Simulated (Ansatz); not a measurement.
Cost and result for the atomization energy of `[SiH2][Te][SiH3]` radical (8 atoms, 7 bonds).

The species carries charge 0 and has multiplicity 2. Correlated methods include outer-core shells of Te, which these sets cover unevenly. Te: def2 effective core potential. The geometry is a stationary point of PBE0-D4/def2-TZVP. Program: Ansatz. All runs use 4 threads of an Arm Neoverse V1 on a shared host. Times are those of one run each, without the atoms' runs, and a repeat can differ threefold. Electronic energies, without spin–orbit coupling; frozen cores. CCSD(T)/CBS adds CCSD(T) − MP2 in def2-TZVPP to the MP2 limit, and its time is that of the two runs behind it. T1 = 0.015; ⟨S²⟩ of the reference is 0.76. With those shells the extrapolation isn't a true limit. HSE06 is the plane-wave form, built on full-range PBE exchange.

CCSD(T)/CBS is a level of theory with its own doubt, some kJ/mol a heavy atom from the limit and from the frozen cores, so smaller differences don't rank the functionals.

```csv
level,functions,wall time
revPBE-D4/def2-TZVPP,204,2.7 s
HSE06-D4/def2-TZVPP,204,4.4 s
PBE0-D4/def2-TZVPP,204,4.5 s
BHLYP-D4/def2-TZVPP,204,5.5 s
PBE-QIDH/def2-TZVPP,204,6 s
B2PLYP/def2-TZVPP,204,6.5 s
r2SCAN-D4/def2-TZVPP (with forces),204,7 s
r2SCANh-D4/def2-TZVPP,204,7.5 s
CCSD(T)/def2-SVP,87,7.5 s
ωB97X-V/def2-TZVPP,204,12 s
MP2/def2-QZVPP,372,19 s
CCSD(T)/def2-TZVPP,204,4.3 min
CCSD(T)/CBS(def2),–,4.6 min
```

What atomization energy does each give, and how far from CCSD(T)/CBS? (Best estimate.)

The calculation gave: 
```json
{"level": "revPBE-D4/def2-TZVPP", "atomization (kcal/mol)": "491.9", "difference from CCSD(T)/CBS": "-12.8", "per bond": "-1.8"}
{"level": "HSE06-D4/def2-TZVPP", "atomization (kcal/mol)": "497.0", "difference from CCSD(T)/CBS": "-7.7", "per bond": "-1.1"}
{"level": "PBE0-D4/def2-TZVPP", "atomization (kcal/mol)": "496.9", "difference from CCSD(T)/CBS": "-7.8", "per bond": "-1.1"}
{"level": "BHLYP-D4/def2-TZVPP", "atomization (kcal/mol)": "496.6", "difference from CCSD(T)/CBS": "-8.1", "per bond": "-1.2"}
{"level": "PBE-QIDH/def2-TZVPP", "atomization (kcal/mol)": "494.3", "difference from CCSD(T)/CBS": "-10.4", "per bond": "-1.5"}
{"level": "B2PLYP/def2-TZVPP", "atomization (kcal/mol)": "491.5", "difference from CCSD(T)/CBS": "-13.2", "per bond": "-1.9"}
{"level": "r2SCAN-D4/def2-TZVPP (with forces)", "atomization (kcal/mol)": "503.5", "difference from CCSD(T)/CBS": "-1.2", "per bond": "-0.2"}
{"level": "r2SCANh-D4/def2-TZVPP", "atomization (kcal/mol)": "501.9", "difference from CCSD(T)/CBS": "-2.8", "per bond": "-0.4"}
{"level": "CCSD(T)/def2-SVP", "atomization (kcal/mol)": "459.1", "difference from CCSD(T)/CBS": "-45.6", "per bond": "-6.5"}
{"level": "ωB97X-V/def2-TZVPP", "atomization (kcal/mol)": "505.7", "difference from CCSD(T)/CBS": "1.0", "per bond": "0.1"}
{"level": "MP2/def2-QZVPP", "atomization (kcal/mol)": "493.5", "difference from CCSD(T)/CBS": "-11.2", "per bond": "-1.6"}
{"level": "CCSD(T)/def2-TZVPP", "atomization (kcal/mol)": "487.0", "difference from CCSD(T)/CBS": "-17.7", "per bond": "-2.5"}
{"level": "CCSD(T)/CBS(def2)", "atomization (kcal/mol)": "504.7", "difference from CCSD(T)/CBS": "0.0", "per bond": "0.0"}
```

From BLYP to BHLYP (50 % exact exchange), in def2-TZVPP and without D4, the atomization energy moves by +3.2 kcal/mol. The D4 term adds +8.9 kcal/mol with B3LYP and +4.6 kcal/mol with PBE0; it sums over pairs of atoms, weighted by their polarisabilities, and B3LYP, whose exchange is more repulsive, gets the larger term. Leaving LDA and LC-ωPBE aside and taking each functional with its dispersion term where it has one, the values spread over 14.2 kcal/mol, from B2PLYP to ωB97X-V. LDA lies +64.8 kcal/mol from PBE without D4, its usual overbinding.

B3LYP here is the variant with VWN-RPA as its local correlation; programs differ in this.

Spin–orbit coupling would lower the free Te atoms strongly, and the atomization energy with them, by more than many differences here.
